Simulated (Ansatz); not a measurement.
CH$_{7}$AlB$_{2}$Si, SMILES `CB1[BH][AlH][SiH2]1`, relaxed with RKS PBE0-D4/def2-TZVP in the Gaussian-basis code of Ansatz from a PBE-D4/def2-SVP geometry. The force threshold is 0.005 eV/Å; the program also tests the step.

Total charge 0; spin multiplicity 1.

Start:

```xyz
12

C    -1.397   -0.443    1.676
B    -0.408    0.195    0.660
B     0.559    1.231   -0.012
Al    2.044    0.988   -1.373
Si    0.348   -0.730   -1.115
H    -2.333   -0.762    1.166
H    -1.661    0.234    2.514
H    -0.962   -1.374    2.103
H     0.144    2.094   -0.801
H     3.203    1.667   -2.224
H    -0.693   -1.244   -2.079
H     1.156   -1.854   -0.515
```

Question: How much energy does the relaxation release, and in how many steps? (Estimate.)

Answer: Ansatz gave: 3.91 kJ/mol, in 15 steps, 1 of them rejected.

Question: Which bonds change most? (Best estimate.)

Answer: The calculation gave: Al4–Si5 from 2.428 to 2.399 Å; B2–B3 from 1.569 to 1.545 Å; Si5–H11 from 1.509 to 1.490 Å; B3–H9 from 1.241 to 1.221 Å.

Question: Give the relaxed structure. (An estimate is asked.)

Answer: The calculation gave: 
```xyz
12

C    -1.363   -0.449    1.654
B    -0.418    0.226    0.637
B     0.534    1.246   -0.027
Al    2.040    0.968   -1.348
Si    0.325   -0.699   -1.151
H    -2.237   -0.897    1.175
H    -1.696    0.231    2.443
H    -0.826   -1.277    2.133
H     0.090    2.069   -0.813
H     3.254    1.597   -2.129
H    -0.736   -1.182   -2.079
H     1.034   -1.834   -0.495
```
